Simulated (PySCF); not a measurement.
# Computed properties of TeFCl, SMILES F[Te]Cl

TeFCl, SMILES [Te](Cl)F. The structure is a stationary point at B3LYP-D3(BJ)/def2-TZVP. The def2 effective core potentials stand for the cores of Te; spin–orbit coupling is left out. One conformer was computed; it need not be the lowest. All values are computed for the isolated molecule unless a solvent is named; none is compared with measurement here.

**Structure.** The optimised structure has Cs symmetry. All 3 harmonic modes at B3LYP-D3(BJ)/def2-TZVP (PySCF) are real, so it is a minimum. With heavy atoms numbered as in [Te:1]([F:2])[Cl:3], the shortest bond between them is Te1–F2 at 1.918 Å and the longest Te1–Cl3 at 2.335 Å.

**Vibrations.** The strongest infrared lines (harmonic, unscaled, degenerate partners summed) lie at 608 cm⁻¹ (73 km/mol, F 87 %, Te 13 %), 373 cm⁻¹ (35 km/mol, Cl 77 %, Te 23 %), 164 cm⁻¹ (4 km/mol, F 63 %, Cl 25 %, Te 11 %). The softest mode is at 164 cm⁻¹ and the zero-point energy is 1.6 kcal/mol.

**Electronic structure.** ωB97X/def2-TZVPD (PySCF) places the frontier levels at -8.99 and -0.80 eV, a gap of 8.19 eV, and gives a dipole moment of 2.51 D and a mean polarisability of 53.9 bohr³.

**Excitations.** TDA-PBE0/def2-SVPD (PySCF) has S1 at 2.34 eV (530 nm, f = 0.001, dark); the most intense of the 10 singlets computed lies at 6.00 eV (f = 0.08). T1 (TDA) is at 1.58 eV, 0.76 eV under S1.
